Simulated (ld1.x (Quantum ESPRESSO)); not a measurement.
Pseudopotential generation for nickel (Ni): TM, PW91, scalar-relativistic.

Input for ld1.x (Quantum ESPRESSO) 7.5:

```
&input
   title='Ni', zed=28., rel=1, dft='PW91', iswitch=3,
   config='[Ar] 3d8 4s2 4p0',
   nld=3, rlderiv=3.40, eminld=-3.0, emaxld=5.0, deld=0.02
 /
 &inputp
   pseudotype=2, tm=.true., lloc=2,
   nlcc=.true.,
   file_pseudopw='Ni.UPF', file_wfcaegen='ae.wfc', file_wfcncgen='nc.wfc', file_beta='beta', file_chi='chi'
 /
3
4S  1  0   2.00   0.00  1.75  1.75  0.0
4P  2  1   0.00   0.00  3.15  3.15  0.0
3D  3  2   8.00   0.00  1.60  1.60  0.0
 &test
   configts(1)='3d8 4s2 4p0'
 /
```

Command:

```bash
ld1.x < Ni.in > Ni.out
```

Output (shortened: banner, matrices, multipoles, cross overlaps and the repeated all-electron block are left out):

```
Program LD1 v.7.5
     --------------------------- All-electron run ----------------------------

     Ni
     scalar relativistic calculation

     atomic number is 28.00
     dft =PW91   lsd =0 sic =0 latt =0  beta=0.20 tr2=1.0E-14
     Exchange-correlation= PW91
                           (   1   4   2   2   0   0   0)
     mesh =1195 r(mesh) =  98.77016 a.u. xmin = -7.00 dx = 0.01250
     1 Ry =  13.60569312 eV, c = 137.03599908

     n l     nl                  e(Ry)          e(Ha)          e(eV)
     1 0     1S 1( 2.00)      -603.7171      -301.8586     -8213.9902
     2 0     2S 1( 2.00)       -72.1794       -36.0897      -982.0514
     2 1     2P 1( 6.00)       -62.1127       -31.0564      -845.0869
     3 0     3S 1( 2.00)        -8.1627        -4.0813      -111.0588
     3 1     3P 1( 6.00)        -5.2506        -2.6253       -71.4387
     3 2     3D 1( 8.00)        -0.6581        -0.3291        -8.9540
     4 0     4S 1( 2.00)        -0.4193        -0.2096        -5.7045
     4 1     4P 1( 0.00)        -0.0940        -0.0470        -1.2786

     final scf error:  4.9E-15 reached in  34 iterations

     Etot =   -3041.846282 Ry,   -1520.923141 Ha,  -41386.427040 eV

     Ekin =    3084.029592 Ry,    1542.014796 Ha,   41960.360211 eV
     Encl =   -7299.990406 Ry,   -3649.995203 Ha,  -99321.429271 eV
     Eh   =    1301.361217 Ry,     650.680609 Ha,   17705.921366 eV
     Exc  =    -127.246685 Ry,     -63.623342 Ha,   -1731.279346 eV

     normalization and overlap integrals

     s(1S/1S) =  1.000000  <r> =   0.0541  <r2> =    0.0039  r(max) =   0.0353
     s(2S/2S) =  1.000000  <r> =   0.2449  <r2> =    0.0708  r(max) =   0.2055
     s(2P/2P) =  1.000000  <r> =   0.2153  <r2> =    0.0569  r(max) =   0.1641
     s(3S/3S) =  1.000000  <r> =   0.7400  <r2> =    0.6328  r(max) =   0.6410
     s(3P/3P) =  1.000000  <r> =   0.7784  <r2> =    0.7159  r(max) =   0.6491
     s(3D/3D) =  1.000000  <r> =   1.0106  <r2> =    1.3871  r(max) =   0.6331
     s(4S/4S) =  1.000000  <r> =   2.8010  <r2> =    9.2008  r(max) =   2.2374
     s(4P/4P) =  1.000000  <r> =   4.3880  <r2> =   23.3854  r(max) =   3.1750

     ------------------------ End of All-electron run ------------------------

     --------------------- Generating NC pseudopotential ---------------------

      Generating local pot.: lloc=2, matching radius rcloc =   1.6000

      Computing core charge for nlcc:

       r > 0.39 : true rho core
       r < 0.39 : rho core = a sin(br)/r    a=  34.11  b=   5.68

      Integrated core pseudo-charge :  10.22

      Wfc   4S  rcut= 1.764  Using Troullier-Martins method

      Wfc   4P  rcut= 3.136  Using Troullier-Martins method

     ------------------- End of pseudopotential generation -------------------

     Computing logarithmic derivative in   3.40098
     Computing logarithmic derivative in   3.40098
     Computing the partial wave expansion
     R is outside the sphere for l=    0 j= 0.00
     R is outside the sphere for l=    1 j= 0.00
       no projector for channel:   2

     ---------------------- Testing the pseudopotential ----------------------

     Ni
     scalar relativistic calculation

     atomic number is 28.00   valence charge is 10.00
     dft =PW91   lsd =0 sic =0 latt =0  beta=0.20 tr2=1.0E-14
     mesh =1195 r(mesh) =  98.77016 xmin = -7.00 dx = 0.01250

     n l     nl             e AE (Ry)        e PS (Ry)    De AE-PS (Ry)
     3 2     3D   1( 8.00)       -0.65810       -0.65811        0.00000
     1 0     4S   1( 2.00)       -0.41927       -0.41927        0.00000
     2 1     4P   1( 0.00)       -0.09398       -0.09398        0.00000

     eps = 8.9E-15  iter = 26

     Etot =   -3041.846282 Ry,   -1520.923141 Ha,  -41386.427040 eV
     Etotps =   -97.476153 Ry,     -48.738077 Ha,   -1326.230626 eV

     Ekin =     101.878730 Ry,      50.939365 Ha,    1386.130735 eV
     Encl =    -230.099049 Ry,    -115.049524 Ha,   -3130.657048 eV
     Ehrt =      70.587748 Ry,      35.293874 Ha,     960.395238 eV
     Ecxc =     -40.753794 Ry,     -20.376897 Ha,    -554.483618 eV
     (Ecc =     -22.644217 Ry,     -11.322109 Ha,    -308.090270 eV)
     Epseu=       0.910212 Ry,       0.455106 Ha,      12.384066 eV

     ---------------------- End of pseudopotential test ----------------------
```

Note: ghost states, extra bound levels that the all-electron valence spectrum of the same l lacks: s at -181.0 eV, p at -52.5 eV. A true bound ghost makes a file unfit for plane-wave use.

Generation and configuration tests took about 3.1 s on one core of a shared server CPU.

Transferability test of the new file with ld1.x, input:

```
&input
   title='Ni', zed=28., rel=1, dft='PW91', iswitch=2,
   config='[Ar] 3d8 4s2 4p0'
 /
 &test
   file_pseudo='Ni.UPF', nconf=8,
   configts(1)='3d8 4s2 4p0',
   configts(2)='3d8 4s1 4p0',
   configts(3)='3d8 4s0 4p0',
   configts(4)='3d7 4s0 4p0',
   configts(5)='3d6 4s0 4p0',
   configts(6)='3d8 4s0 4p1',
   configts(7)='3d8.5 4s1.5 4p0',
   configts(8)='3d8 4s0 4p2'
 /
```

```bash
ld1.x < Ni.test.in > Ni.test.out
```

Pseudopotential blocks of its output, shortened (energy terms left out; the distinct warnings before each block abridged to one line each):

```
     ---------------------- Testing the pseudopotential ----------------------

     n l     nl             e AE (Ry)        e PS (Ry)    De AE-PS (Ry)
     3 2     3D   1( 8.00)       -0.65810       -0.65811        0.00000
     1 0     4S   1( 2.00)       -0.41927       -0.41927        0.00000
     2 1     4P   1( 0.00)       -0.09398       -0.09398        0.00000

     eps = 6.2E-15  iter = 26

     Etot =   -3041.846282 Ry,   -1520.923141 Ha,  -41386.427040 eV
     Etotps =   -97.476153 Ry,     -48.738077 Ha,   -1326.230627 eV

     ---------------------- End of pseudopotential test ----------------------

          ---------------------- Testing the pseudopotential ----------------------

     n l     nl             e AE (Ry)        e PS (Ry)    De AE-PS (Ry)
     3 2     3D   1( 8.00)       -1.32474       -1.32171       -0.00302
     1 0     4S   1( 1.00)       -0.97394       -0.97477        0.00082
     2 1     4P   1( 0.00)       -0.56171       -0.56261        0.00089

     eps = 2.5E-15  iter = 20

     Etot =   -3041.156075 Ry,   -1520.578037 Ha,  -41377.036291 eV
     Etotps =   -96.785573 Ry,     -48.392786 Ha,   -1316.834799 eV
     dEtot_ae =       0.690207 Ry
     dEtot_ps =       0.690581 Ry,   Delta E=      -0.000373 Ry

     ---------------------- End of pseudopotential test ----------------------

          Warning: n=2, l=1 expected 0 nodes, found 1
     ---------------------- Testing the pseudopotential ----------------------

     n l     nl             e AE (Ry)        e PS (Ry)    De AE-PS (Ry)
     3 2     3D   1( 8.00)       -2.09247       -2.08822       -0.00425
     1 0     4S   1( 0.00)       -1.59883       -1.60255        0.00371
     2 1     4P   1( 0.00)       -1.11525       -1.17612        0.06087  !

     eps = 4.4E-15  iter = 20

     Etot =   -3039.876434 Ry,   -1519.938217 Ha,  -41359.625889 eV
     Etotps =   -95.503755 Ry,     -47.751878 Ha,   -1299.394789 eV
     dEtot_ae =       1.969848 Ry
     dEtot_ps =       1.972398 Ry,   Delta E=      -0.002549 Ry

     ---------------------- End of pseudopotential test ----------------------

          ---------------------- Testing the pseudopotential ----------------------

     n l     nl             e AE (Ry)        e PS (Ry)    De AE-PS (Ry)
     3 2     3D   1( 7.00)       -3.46776       -3.50432        0.03656  !
     1 0     4S   1( 0.00)       -2.47244       -2.48341        0.01098  !
     2 1     4P   1( 0.00)       -1.88627       -1.88627        0.00000

     eps = 5.2E-15  iter = 19

     Etot =   -3037.114527 Ry,   -1518.557263 Ha,  -41322.048230 eV
     Etotps =   -92.727209 Ry,     -46.363604 Ha,   -1261.617948 eV
     dEtot_ae =       4.731755 Ry
     dEtot_ps =       4.748944 Ry,   Delta E=      -0.017189 Ry

     ---------------------- End of pseudopotential test ----------------------

          Warning: n=1, l=0 expected 0 nodes, found 1
     ---------------------- Testing the pseudopotential ----------------------

     n l     nl             e AE (Ry)        e PS (Ry)    De AE-PS (Ry)
     3 2     3D   1( 6.00)       -5.04245       -5.12889        0.08643  !
     1 0     4S   1( 0.00)       -3.45145       -3.45145        0.00000
     2 1     4P   1( 0.00)       -2.77247       -2.77247        0.00000

     eps = 5.9E-15  iter = 12

     Etot =   -3032.875036 Ry,   -1516.437518 Ha,  -41264.367016 eV
     Etotps =   -88.425754 Ry,     -44.212877 Ha,   -1203.093675 eV
     dEtot_ae =       8.971246 Ry
     dEtot_ps =       9.050399 Ry,   Delta E=      -0.079153 Ry

     ---------------------- End of pseudopotential test ----------------------

          ---------------------- Testing the pseudopotential ----------------------

     n l     nl             e AE (Ry)        e PS (Ry)    De AE-PS (Ry)
     3 2     3D   1( 8.00)       -1.44165       -1.43858       -0.00307
     1 0     4S   1( 0.00)       -1.04641       -1.04698        0.00056
     2 1     4P   1( 1.00)       -0.62032       -0.62118        0.00086

     eps = 9.0E-15  iter = 20

     Etot =   -3040.736397 Ry,   -1520.368198 Ha,  -41371.326285 eV
     Etotps =   -96.366055 Ry,     -48.183027 Ha,   -1311.126965 eV
     dEtot_ae =       1.109885 Ry
     dEtot_ps =       1.110099 Ry,   Delta E=      -0.000214 Ry

     ---------------------- End of pseudopotential test ----------------------

          ---------------------- Testing the pseudopotential ----------------------

     n l     nl             e AE (Ry)        e PS (Ry)    De AE-PS (Ry)
     3 2     3D   1( 8.50)       -0.48962       -0.48074       -0.00888  !
     1 0     4S   1( 1.50)       -0.37458       -0.37651        0.00193
     2 1     4P   1( 0.00)       -0.07531       -0.07618        0.00087

     eps = 7.6E-15  iter = 33

     Etot =   -3041.933895 Ry,   -1520.966948 Ha,  -41387.619078 eV
     Etotps =   -97.560855 Ry,     -48.780427 Ha,   -1327.383051 eV
     dEtot_ae =      -0.087613 Ry
     dEtot_ps =      -0.084702 Ry,   Delta E=      -0.002912 Ry

     ---------------------- End of pseudopotential test ----------------------

          ---------------------- Testing the pseudopotential ----------------------

     n l     nl             e AE (Ry)        e PS (Ry)    De AE-PS (Ry)
     3 2     3D   1( 8.00)       -0.91984       -0.91815       -0.00169
     1 0     4S   1( 0.00)       -0.58154       -0.58131       -0.00023
     2 1     4P   1( 2.00)       -0.20959       -0.20965        0.00006

     eps = 3.3E-15  iter = 19

     Etot =   -3041.143864 Ry,   -1520.571932 Ha,  -41376.870152 eV
     Etotps =   -96.773908 Ry,     -48.386954 Ha,   -1316.676091 eV
     dEtot_ae =       0.702418 Ry
     dEtot_ps =       0.702245 Ry,   Delta E=       0.000173 Ry

     ---------------------- End of pseudopotential test ----------------------
```
